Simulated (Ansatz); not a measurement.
Compare A (`CNC(=O)[SiH2]Cl`) with its isomer B (`N[SiH](C=O)CCl`).

Program: Ansatz. Geometries: PBE0-D4/def2-TZVP. ΔE: electronic, gas phase. CBS: MP2 limit from def2 TZ/QZ plus the TZ coupled-cluster correction, frozen cores. DFT in def2-TZVPP. B3LYP here is the variant with VWN-RPA as its local correlation; programs differ in this. Each species was taken in one conformer, which may not be the lowest.

Q: Which isomer does CCSD(T)/CBS put lower? Give the gap. (Best estimate.)

A: Ansatz gave: A, by 23.6 kcal/mol.

Q: Give E(B) − E(A) in kcal/mol with CCSD/def2-TZVPP, B3LYP-D4, MP2/def2-TZVPP, r2SCAN-D4, CCSD(T)/def2-TZVPP, B2PLYP, PBE0-D4. (An estimate is asked.)

A: Ansatz gave: CCSD/def2-TZVPP 23.4, B3LYP-D4 26.6, MP2/def2-TZVPP 25.3, r2SCAN-D4 28.7, CCSD(T)/def2-TZVPP 24.0, B2PLYP 26.3, PBE0-D4 28.0. None reverses the order clearly.

Largest T1 diagnostic: 0.015.

From PBE to PBE0 (25 % exact exchange), in def2-TZVPP and without D4, E(B) − E(A) moves by −0.9 kcal/mol.
